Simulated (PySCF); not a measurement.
Species: C7H18PSi (charge +1).
Structure used (PBE0-D3(BJ)/def2-SVP), in Å, numbered top down from 1:
```
atom  x, y, z in Å
C1    -0.8076   -0.3464   -2.0324
C2    -0.9791    0.0719   -0.7712
C3    -1.8563   -0.5866    0.2510
P4    -0.0854    1.5396   -0.2396
C5    -1.1768    2.8736    0.2576
Si6   -0.3056    4.5273    0.7034
C7     1.0662    1.1382    1.1020
C8     1.9715   -0.0612    0.8202
C9     2.8950    0.1184   -0.3736
H10   -0.1576    0.1679   -2.7460
H11   -1.3281   -1.2379   -2.3967
H12   -1.2799   -0.9244    1.1273
H13   -2.3518   -1.4654   -0.1835
H14   -2.6417    0.0955    0.6142
H15    0.6489    1.9912   -1.3554
H16   -1.7714    2.5280    1.1202
H17   -1.8771    3.0491   -0.5767
H18    0.6738    4.8180   -0.3827
H19    0.4069    4.3402    1.9972
H20   -1.3596    5.5685    0.7949
H21    0.4408    0.9769    1.9968
H22    1.6546    2.0528    1.2929
H23    2.5666   -0.2294    1.7314
H24    1.3553   -0.9669    0.6939
H25    2.3452    0.1638   -1.3278
H26    3.5906   -0.7285   -0.4537
H27    3.5004    1.0342   -0.2849
```

Level: PBE0/pcSseg-1 in PySCF, non-relativistic, on one gas-phase PBE0-D3(BJ)/def2-SVP geometry that isn't relaxed in the solvent. The solvent is an IEF-PCM continuum (van der Waals radii × 1.2). Specific hydrogen bonds and non-electrostatic terms are outside this model.

Gas phase at PBE0/pcSseg-1: HOMO -12.16 eV, LUMO -4.94 eV.

**Question.** What does the continuum do to the energy and the frontier levels at PBE0/pcSseg-1 in dichloromethane and dimethylsulfoxide?

**Answer.** 
```json
{"solvent": "dichloromethane", "ε": "8.93", "E(solvent) − E(gas) (kcal/mol)": "-44.76", "polarisation term (kcal/mol)": "-46.02", "distortion of the solute (kcal/mol)": "1.26", "HOMO (eV)": "-8.68", "LUMO (eV)": "-1.46"}
{"solvent": "dimethylsulfoxide", "ε": "46.83", "E(solvent) − E(gas) (kcal/mol)": "-49.69", "polarisation term (kcal/mol)": "-51.49", "distortion of the solute (kcal/mol)": "1.80", "HOMO (eV)": "-8.33", "LUMO (eV)": "-1.10"}
```

Polarisation term: ½ Σ q·V over the induced surface charges. Distortion: the rise of the solute's own energy as its density leaves the gas-phase optimum. From dichloromethane to dimethylsulfoxide the lowering changes by a factor 1.11, Born's factor 1 − 1/ε by 1.10 and ε itself by 5.2.

**Question.** Which radius a makes Born's formula ΔE = −(q²/2a)(1 − 1/ε) give the value in dimethylsulfoxide?

**Answer.** a = q²(1 − 1/ε)/(2|ΔE|) = 3.27 Å, with q = +1 e and |ΔE| = 0.0792 Eh; the farthest nucleus lies 4.76 Å from the centroid of the nuclei. The formula assumes a point charge at the centre of a sphere.

**Question.** Which Hirshfeld charges (PBE0/pcSseg-1) respond most in dichloromethane (means over atoms taken as equivalent)?

**Answer.** 
```json
{"atoms": "P4", "environment": "phosphonium phosphorus", "gas (e)": "+0.446", "solvent (e)": "+0.463", "change": "+0.017"}
{"atoms": "H15", "environment": "P–H hydrogen", "gas (e)": "+0.048", "solvent (e)": "+0.061", "change": "+0.013"}
{"atoms": "C1", "environment": "terminal =CH2 carbon", "gas (e)": "-0.036", "solvent (e)": "-0.044", "change": "-0.008"}
{"atoms": "H18/H19/H20", "environment": "Si–H hydrogen", "gas (e)": "-0.052", "solvent (e)": "-0.059", "change": "-0.007"}
{"atoms": "C5", "environment": "sp3 carbon bound to silicon", "gas (e)": "-0.176", "solvent (e)": "-0.170", "change": "+0.006"}
{"atoms": "H16", "environment": "methylene hydrogen", "gas (e)": "+0.072", "solvent (e)": "+0.078", "change": "+0.006"}
{"atoms": "H23", "environment": "methylene hydrogen", "gas (e)": "+0.064", "solvent (e)": "+0.058", "change": "-0.006"}
{"atoms": "H11", "environment": "vinylic hydrogen", "gas (e)": "+0.083", "solvent (e)": "+0.077", "change": "-0.006"}
```
